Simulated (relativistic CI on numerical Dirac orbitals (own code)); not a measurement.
# Radial parameters of Pt⁺

These numbers are calculated, not measured: Dirac-Coulomb-Breit CI, orbitals from a KLI potential per configuration, a model potential for QED, valence Slater integrals scaled by 0.85, P86 correlation energy added to each configuration (own radial code, finite nucleus).

Slater integrals F^k, G^k are unscaled and averaged over j, outside the closed core [Xe] 4f14; ζ comes from projecting the Hamiltonian with its Breit term on Σ l·s of the shell.

- 5d⁹: ζ(5d) = 3821.4 cm⁻¹; <r>(5d) = 1.636, <r^2>(5d) = 3.179 (bohr units).
- 5d⁸6s: F^2(5d,5d) = 64014, F^4(5d,5d) = 42090, ζ(5d) = 4102, G^2(5d,6s) = 22081 cm⁻¹; <r>(5d) = 1.597, <r^2>(5d) = 3.016, <r>(6s) = 2.64, <r^2>(6s) = 7.896 (bohr units).
- 5d⁸6p: F^2(5d,5d) = 64976, F^4(5d,5d) = 42807, ζ(5d) = 4244.7, F^2(5d,6p) = 20917, G^1(5d,6p) = 10254, G^3(5d,6p) = 7878.1, ζ(6p) = 4586.5 cm⁻¹; <r>(5d) = 1.578, <r^2>(5d) = 2.937, <r>(6p) = 3.611, <r^2>(6p) = 14.93 (bohr units).

Q: Give the Racah parameters of the d shell in 5d⁸6s.

A: B = F²/49 − 5F⁴/441 = 829 cm⁻¹ and C = 35F⁴/441 = 3340 cm⁻¹; values fitted to spectra at such low charge are typically 15 to 30 % smaller.

In this model ζ of a weakly bound d, f or g electron outside closed shells comes out too small, for d by up to a factor of two or three and at times with the wrong sign; that of an outer p electron is too small as well.

Correlation outside the listed configurations is missing or only estimated: errors of thousands of cm⁻¹ between configurations and terms are usual at this charge. Rates and lifetimes follow the computed energies and can be off by large factors. The fine structure of a lone outer electron comes out too small, for d and f at times inverted, and misplaced configurations move strength between like terms.

Averages of the first 10 configurations, taken without configuration mixing, which lowers the lowest level and can move excited configurations by several eV; other configurations of the list can lie among them:

```json
{"Configuration": "5d⁹", "Parity": "even", "States": "10", "Average energy above the lowest level (eV)": "0.8"}
{"Configuration": "5d⁸6s", "Parity": "even", "States": "90", "Average energy above the lowest level (eV)": "3.0"}
{"Configuration": "5d⁸6p", "Parity": "odd", "States": "270", "Average energy above the lowest level (eV)": "9.2"}
{"Configuration": "5d⁷6s6p", "Parity": "odd", "States": "1440", "Average energy above the lowest level (eV)": "12.9"}
{"Configuration": "5d⁸7s", "Parity": "even", "States": "90", "Average energy above the lowest level (eV)": "13.2"}
{"Configuration": "5d⁸6d", "Parity": "even", "States": "450", "Average energy above the lowest level (eV)": "14.2"}
{"Configuration": "5d⁸7p", "Parity": "odd", "States": "270", "Average energy above the lowest level (eV)": "14.8"}
{"Configuration": "5d⁸5f", "Parity": "odd", "States": "630", "Average energy above the lowest level (eV)": "16.2"}
{"Configuration": "5d⁸7d", "Parity": "even", "States": "450", "Average energy above the lowest level (eV)": "16.7"}
{"Configuration": "5d⁸6f", "Parity": "odd", "States": "630", "Average energy above the lowest level (eV)": "17.5"}
```
